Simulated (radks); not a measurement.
The numbers below are computed, except where a source is named.
Sr, configuration [Kr] 5s2 (the NIST ground configuration). Level of theory: scalar-relativistic Kohn-Sham, LDA (Slater exchange, VWN5 correlation), spin-unpolarised, spherical densities, finite nucleus; Fermi nuclear charge, rms radius 4.224 fm (a radial shooting solver on a logarithmic mesh with Libxc functionals).

Unscreened Slater integrals over Kohn-Sham orbitals (hartree). Empty in this configuration: 4d.

\begin{tabular}{lr}
integral & value \\ \hline
F0(5s,5s) & 0.21118 \\
F0(5s,4p) & 0.26815 \\
G1(5s,4p) & 0.018421 \\
F0(5s,4s) & 0.27156 \\
G0(5s,4s) & 0.010719 \\
F0(5s,3d) & 0.28568 \\
G2(5s,3d) & 0.0053865 \\
F0(5s,4d) & 0.22974 \\
G2(5s,4d) & 0.084263 \\
F0(4p,4p) & 0.57523 \\
F2(4p,4p) & 0.30012 \\
F0(4p,4s) & 0.61460 \\
G1(4p,4s) & 0.41076 \\
F0(4p,3d) & 0.75128 \\
F2(4p,3d) & 0.16189 \\
G1(4p,3d) & 0.052711 \\
G3(4p,3d) & 0.049779 \\
F0(4p,4d) & 0.35388 \\
F2(4p,4d) & 0.13709 \\
G1(4p,4d) & 0.15187 \\
G3(4p,4d) & 0.089962 \\
F0(4s,4s) & 0.66413 \\
F0(4s,3d) & 0.84885 \\
G2(4s,3d) & 0.070584 \\
F0(4s,4d) & 0.36344 \\
G2(4s,4d) & 0.093990 \\
F0(3d,3d) & 1.8335 \\
F2(3d,3d) & 0.88935 \\
F4(3d,3d) & 0.56197 \\
F0(3d,4d) & 0.39192 \\
F2(3d,4d) & 0.042059 \\
F4(3d,4d) & 0.015770 \\
G0(3d,4d) & 0.012570 \\
G2(3d,4d) & 0.013337 \\
G4(3d,4d) & 0.0098266 \\
F0(4d,4d) & 0.26903 \\
F2(4d,4d) & 0.12247 \\
F4(4d,4d) & 0.076222 \\
\end{tabular}
